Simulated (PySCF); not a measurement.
Structure problem from calculated spectra and properties.

Formula: C3H11BFP.

* Triplet: lowest triplet excitation (Tamm–Dancoff): 5.19 eV [TDA PBE0/def2-SVPD]
* Polarisability: 82.8 au [PBE0/def2-SVPD]
* Valence photoelectron: vertical ionisation energy: 9.86 eV [ΔSCF PBE0/def2-SVPD]
* UV, strongest line: among the 10 lowest singlet transitions: S9 at 7.71 eV (161 nm, f = 0.096) [TDDFT PBE0/def2-SVPD]
* 13C NMR: chemical shifts (computed TMS as zero) by class: 5.5 (3 C) ppm [GIAO KT3/pcSseg-1]
* Rotational structure: rotational constants A, B, C: 3.417, 1.771, 1.697 GHz [PBE0-D3(BJ)/def2-SVP]
* NMR, other nuclei: isotropic shieldings of nuclei other than C and H, by class: 121 (1 B), 383 (1 F), 261 (1 P) ppm [GIAO KT3/pcSseg-1]
* UV, first state: lowest singlet excitation: 5.96 eV (208 nm, f = 0.044) [TDDFT PBE0/def2-SVPD]
* Dipole: 2.46 D [PBE0/def2-SVPD]

Electronic properties: PySCF, gas phase, density fitting. Levels stand in brackets. Geometry: PBE0-D3(BJ)/def2-SVP; no solvent, vibrations or thermal averaging. Each NMR value is the plain mean over a class of atoms that symmetry, rotation or inversion makes alike.

Question: Propose a structure and show how it fits.

Answer: Numbering: `[CH3:1][B-:2]([CH3:3])([CH3:4])[PH2+:5][F:6]`. 3 carbons fall into 1 class: sp3 carbon bound to boron [C1/C3/C4] (5.5 ppm, 3 C). The other shieldings belong to: 121 ppm, four-coordinate boron [B2]; 383 ppm, phosphorus-bound fluorine [F6]; 261 ppm, phosphorus bonded to B, F and 2 H [P5]. S1 is mainly HOMO→LUMO (weight 0.89); the largest Löwdin shares of the orbital it empties are 0.22 on an sp3 carbon bound to boron, 0.19 on the phosphorus bonded to B, F and 2 H, 0.18 on the four-coordinate boron and 0.07 on the phosphorus-bound fluorine, of the orbital it fills 0.40 on the phosphorus bonded to B, F and 2 H, 0.15 on the phosphorus-bound fluorine and 0.10 on each of 2 atoms of one kind (P–H hydrogen). By its constants the optimised geometry is an asymmetric top. Structure: `C[B-](C)(C)[PH2+]F`. The assignments are read from this structure; whether some other isomer fits the data as well wasn't checked.

The values belong to the conformer `[CH3:1][B-:2]([CH3:3])([CH3:4])[PH2+:5][F:6]`: C1–B2–P5–F6 65°.
